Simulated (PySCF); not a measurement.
Ligands exchanged one at a time, Ge SH-H. Gas-phase values, no solvent. One relaxed conformer stands for each flexible species; it need not be the lowest. Strings in code marks are SMILES.

The LUMO from two functionals at the same geometries (r2SCAN-D4/def2-TZVP), both in PySCF: PBE-D3(BJ)/def2-TZVP and r2SCAN-D4/def2-TZVP. 

```
species                                                                                    PBE-D3(BJ)/def2-TZVP (eV)
-----------------------------------------------------------------------------------------  -------------------------
0 of 4 SH replaced by H                                                                                        -2.30
1 of 4 SH replaced by H (`[SH][GeH]([SH])[SH]`)                                                                -1.93
2 of 4 SH replaced by H (`[SH][GeH2][SH]` (H–S–Ge–S torsion -145°, S–Ge–S–H torsion 59°))                      -1.37
3 of 4 SH replaced by H (`[SH][GeH3]`)                                                                         -0.91
```

Q: What does r2SCAN-D4/def2-TZVP give for each?

A: 
- 0 of 4 SH replaced by H: -2.11
- 1 of 4 SH replaced by H (`[SH][GeH]([SH])[SH]`): -1.72
- 2 of 4 SH replaced by H (`[SH][GeH2][SH]` (H–S–Ge–S torsion -145°, S–Ge–S–H torsion 59°)): -1.11
- 3 of 4 SH replaced by H (`[SH][GeH3]`): -0.60
Over these rows, drawn at random from the members with no instability flagged (it was tested for open shells, ions and some series alone), PBE minus r2SCAN-D4: mean -0.24 eV, from -0.31 eV to -0.19 eV.
